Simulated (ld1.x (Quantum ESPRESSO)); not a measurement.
Configuration tests for titanium (TM)

titanium (Ti), norm-conserving Troullier–Martins (Kleinman–Bylander form), made with ld1.x (Quantum ESPRESSO) 7.5 (PBE, non-relativistic). Core [Ne] 3s2, reference 3p6 3d2 4s2 4p0. Waves: 4s (bound): rc 3.00 bohr; 3p (bound): rc 0.95 bohr; 3d (bound): rc 1.95 bohr. Local part: all-electron potential smoothed inside 2.50 bohr (lloc = -1). Core correction: none.

Energies are relative to the spin-unpolarised reference configuration 3p6 3d2 4s2 4p0; without spin polarisation the order of configurations can differ from experiment. The frozen-core shift is the all-electron ΔE with the core orbitals held at their reference shape minus the fully relaxed ΔE.

```json
{"valence configuration": "3p6 3d2 4s1 4p0", "charge": "+1", "ΔE all-electron (eV)": "7.286", "error AE − PS (meV)": "+2.9", "frozen-core shift (meV)": "+0.2"}
{"valence configuration": "3p6 3d2 4s0 4p0", "charge": "+2", "ΔE all-electron (eV)": "20.761", "error AE − PS (meV)": "+7.0", "frozen-core shift (meV)": "+1.1"}
{"valence configuration": "3p6 3d1 4s0 4p0", "charge": "+3", "ΔE all-electron (eV)": "47.866", "error AE − PS (meV)": "+147", "frozen-core shift (meV)": "+75"}
{"valence configuration": "3p6 3d3 4s0 4p0", "charge": "+1", "ΔE all-electron (eV)": "7.151", "error AE − PS (meV)": "-91", "frozen-core shift (meV)": "+21"}
{"valence configuration": "3p6 3d0 4s0 4p0", "charge": "+4", "ΔE all-electron (eV)": "91.366", "error AE − PS (meV)": "+593", "frozen-core shift (meV)": "+403"}
{"valence configuration": "3p6 3d2 4s0 4p2", "charge": "0", "ΔE all-electron (eV)": "6.159", "error AE − PS (meV)": "-362", "frozen-core shift (meV)": "+0.3"}
```

(1) What are ΔE and the potential's error for 3p6 3d1 4s2 4p1?

Levels in the configuration 3p6 3d1 4s0 4p0:

```
level  all-electron (eV)  pseudo (eV)
   3p            -70.834      -70.745
   3d            -34.880      -34.657
```

Results:

(1) ΔE = 4.855 eV all-electron; the error (AE − PS) is -158 meV.

These tests converged, but a pseudo level misses the all-electron one widely, so the file describes the atom poorly there or has found another state: 3p6 3d0 4s0 4p0: empty 4s by 5.9 eV (a node warning on the way). ld1.x printed “convergence not achieved” for 1 of the counted tests; its residual had stalled under 1e-8, short of the target of 1e-14.
